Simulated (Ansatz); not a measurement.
Species, as SMILES: Br (HBr).
Atoms: Br1, H2. Bonds: Br1-H2.

Basis-set convergence of the optimised Br1-H2 bond length at HF with Ansatz (an electronic-structure program). All functions are spherical. The program fits the integrals of some runs and decomposes those of others, by size. No added dispersion term, no relativity. Reference: the value in aug-cc-pV5Z, 1.4068 Å, itself unsure by roughly 0.0003 Å (its mean distance from pcseg-4, aug-pcseg-3, aug-cc-pVQZ). Deviations are taken from unrounded values.

```csv
basis,functions,optimised Br1-H2 bond length (Å)
cc-pVDZ,32,1.4122
aug-cc-pVDZ,45,1.4125
pcseg-1,32,1.4099
aug-pcseg-1,45,1.4118
def2-SVP,37,1.4075
def2-SVPD,49,1.4090
def2-TZVP,54,1.4080
def2-TZVPD,66,1.4079
cc-pVTZ,57,1.4080
aug-cc-pVTZ,82,1.4080
pcseg-2,57,1.4085
aug-pcseg-2,82,1.4084
def2-TZVPP,62,1.4073
def2-TZVPPD,74,1.4072
cc-pVQZ,98,1.4070
aug-cc-pVQZ,139,1.4070
pcseg-3,101,1.4073
aug-pcseg-3,142,1.4073
def2-QZVPP,119,1.4069
def2-QZVPPD,131,1.4068
cc-pV5Z,159,1.4068
aug-cc-pV5Z,220,1.4068
```

What the diffuse functions change, pair by pair:
- cc-pVDZ to aug-cc-pVDZ: 13 more functions, deviation 0.0054 to 0.0057 Å
- pcseg-1 to aug-pcseg-1: 13 more functions, deviation 0.0031 to 0.0050 Å
- def2-SVP to def2-SVPD: 12 more functions, deviation 0.0007 to 0.0022 Å
- def2-TZVP to def2-TZVPD: 12 more functions, deviation 0.0012 to 0.0011 Å
- cc-pVTZ to aug-cc-pVTZ: 25 more functions, deviation 0.0012 to 0.0012 Å
- pcseg-2 to aug-pcseg-2: 25 more functions, deviation 0.0017 to 0.0016 Å
- def2-TZVPP to def2-TZVPPD: 12 more functions, deviation 0.0005 to 0.0004 Å
- cc-pVQZ to aug-cc-pVQZ: 41 more functions, deviation 0.0002 to 0.0002 Å
- pcseg-3 to aug-pcseg-3: 41 more functions, deviation 0.0005 to 0.0005 Å
- def2-QZVPP to def2-QZVPPD: 12 more functions, deviation 0.0000 to 0.0000 Å
- cc-pV5Z to aug-cc-pV5Z: 61 more functions, deviation 0.0000 to 0.0000 Å

Leaving out the reference's own pair, they bring the value nearer the reference by more than 0.0003 Å in 0 of 10 pairs.
